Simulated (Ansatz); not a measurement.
Consider the ligand exchange at the Si–O bond: `CO[Si](S)(Cl)Cl` + HCl → `S[Si](Cl)(Cl)Cl` + CH₃OH.

Isolated molecules relaxed with PBE0-D4/def2-TZVP in Ansatz; ΔE leaves out vibrations. CBS: MP2 limit from def2 TZ/QZ plus the TZ coupled-cluster correction, frozen cores. This one scheme is used for every species. DFT in def2-TZVPP. B3LYP here is the variant with VWN-RPA as its local correlation; programs differ in this. One conformer a species, not always the lowest.

```json
{"level": "PBE-D4", "ΔE (kJ/mol)": "10.0", "difference from CCSD(T)/CBS": "-9.8"}
{"level": "r2SCAN-D4", "ΔE (kJ/mol)": "17.7", "difference from CCSD(T)/CBS": "-2.1"}
{"level": "PBE0-D4", "ΔE (kJ/mol)": "12.2", "difference from CCSD(T)/CBS": "-7.6"}
{"level": "B3LYP-D4", "ΔE (kJ/mol)": "20.7", "difference from CCSD(T)/CBS": "0.9"}
{"level": "ωB97M-V", "ΔE (kJ/mol)": "18.4", "difference from CCSD(T)/CBS": "-1.4"}
{"level": "B2PLYP", "ΔE (kJ/mol)": "19.8", "difference from CCSD(T)/CBS": "0.0"}
{"level": "r2SCAN", "ΔE (kJ/mol)": "16.5", "difference from CCSD(T)/CBS": "-3.3"}
{"level": "B3LYP", "ΔE (kJ/mol)": "17.5", "difference from CCSD(T)/CBS": "-2.3"}
{"level": "HF/def2-TZVPP", "ΔE (kJ/mol)": "25.5", "difference from CCSD(T)/CBS": "5.7"}
{"level": "MP2/def2-TZVPP", "ΔE (kJ/mol)": "20.0", "difference from CCSD(T)/CBS": "0.2"}
{"level": "CCSD/def2-TZVPP", "ΔE (kJ/mol)": "25.2", "difference from CCSD(T)/CBS": "5.4"}
{"level": "HF/def2-QZVPP", "ΔE (kJ/mol)": "26.4", "difference from CCSD(T)/CBS": "6.6"}
{"level": "MP2/def2-QZVPP", "ΔE (kJ/mol)": "17.7", "difference from CCSD(T)/CBS": "-2.1"}
{"level": "HF/CBS(def2)", "ΔE (kJ/mol)": "26.6", "difference from CCSD(T)/CBS": "6.8"}
{"level": "MP2/CBS(def2)", "ΔE (kJ/mol)": "15.4", "difference from CCSD(T)/CBS": "-4.4"}
{"level": "CCSD/CBS(def2)", "ΔE (kJ/mol)": "20.6", "difference from CCSD(T)/CBS": "0.8"}
{"level": "CCSD(T)/CBS", "ΔE (kJ/mol)": "19.8", "difference from CCSD(T)/CBS": "0"}
```

Largest T1 diagnostic among the species: 0.011.

The D4 term adds +3.3 kJ/mol with B3LYP and +2.3 kJ/mol with PBE0; it sums over pairs of atoms, weighted by their polarisabilities, and B3LYP, whose exchange is more repulsive, gets the larger term.
